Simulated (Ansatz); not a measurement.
Compare A (`CN1[SiH2][SiH2]1`) with its isomer B (`NC1[SiH2][SiH2]1`).

Gas-phase electronic energies from Ansatz, PBE0-D4/def2-TZVP geometries. CCSD(T)/CBS is the MP2 limit (def2-TZVPP, def2-QZVPP) plus CCSD(T) − MP2 in def2-TZVPP, frozen cores. Functionals use def2-TZVPP. B3LYP here is the variant with VWN-RPA as its local correlation; programs differ in this. One conformer a species, not always the lowest.

Problem. Which isomer does CCSD(T)/CBS put lower? Give the gap. (Best estimate.)

Solution. Ansatz gave: A, by 27.5 kcal/mol.

Problem. Give E(B) − E(A) in kcal/mol with CCSD/def2-TZVPP, B2PLYP, B3LYP-D4, PBE-D4, BLYP-D4, r2SCAN-D4, CCSD(T)/def2-TZVPP. (Estimate.)

Solution. Computed: CCSD/def2-TZVPP 28.4, B2PLYP 29.1, B3LYP-D4 28.5, PBE-D4 25.0, BLYP-D4 27.9, r2SCAN-D4 27.3, CCSD(T)/def2-TZVPP 27.8. None reverses the order clearly.

Problem. Does the order hold for the free energy at 298.15 K (harmonic terms from PBE0-D4)? (An estimate is asked.)

Solution. Ansatz gave: Yes: G(B) − G(A) = +27.5 kcal/mol, for one conformer each. Modes under 60 cm⁻¹, often nearly free rotors, make the harmonic entropy too high.

Largest T1 diagnostic: 0.013.

At CCSD(T), def2-SVP lies −0.9 kcal/mol from the extrapolated value and def2-TZVPP +0.4 kcal/mol. Leaving LDA and LC-ωPBE aside and taking each functional with its dispersion term where it has one, the values, not all of them listed here, spread over 4.9 kcal/mol, from PBE-D4 to BHLYP-D4.
